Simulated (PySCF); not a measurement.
CH5ClFNSi, SMILES [Si@@H](F)(Cl)CN.

Geometry optimised at PBE0-D3(BJ)/def2-SVP. The structure was generated by enumeration; whether it is a known compound was not checked. The values are those of a single conformer.

Calculation: PySCF with SMD-PBE0/6-31G*.

Solvation free energies are E(SMD) − E(gas) at the gas-phase geometry, for 1 M in both phases. In vacuum the dipole moment is 1.81 D.

**Question.** Rank water, dichloromethane, n-hexane by solvation free energy, most negative first.

**Answer.** dichloromethane (-6.4 kcal/mol), water (-4.2 kcal/mol), n-hexane (-3.1 kcal/mol)
